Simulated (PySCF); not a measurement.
Nickel: a sound run and one with changed settings

Sound run: Ni [Ar] 3d8 4s2, Ni⁺ [Ar] 3d9. All numbers are calculated (PySCF 2.14, no relativity, point nucleus, in cc-pVDZ (6s5p3d1f, 43 functions)). The sound run starts from symmetry-adapted Hartree-Fock orbitals and uses a fine grid where one is needed.

Changed run: 14 angular points. This setting is unsound on purpose.

| species | method | sound run (hartree) | changed run (hartree) | converged |
| --- | --- | --- | --- | --- |
| Ni | UHF | -1506.87631 | -1506.87631 | yes |
| Ni | TPSS | -1508.31745 | -1508.43823 | yes |
| Ni | LDA | -1505.60032 | -1505.69040 | yes |
| Ni⁺ | UHF | -1506.59433 | -1506.59433 | yes |
| Ni⁺ | TPSS | -1508.05380 | -1508.08915 | yes |
| Ni⁺ | LDA | -1505.33587 | -1505.36866 | yes |

Ionisation energy of Ni:

```csv
method,sound run (eV),changed run (eV)
UHF,7.673,7.673
TPSS,7.174,9.499
LDA,7.196,8.755
```

A coarse angular grid integrates products of high-l functions wrongly, so density functionals can shift, and the SCF can exploit the error; Hartree-Fock and MP2 need no grid.

For comparison, NIST gives 7.640 eV between the lowest levels.
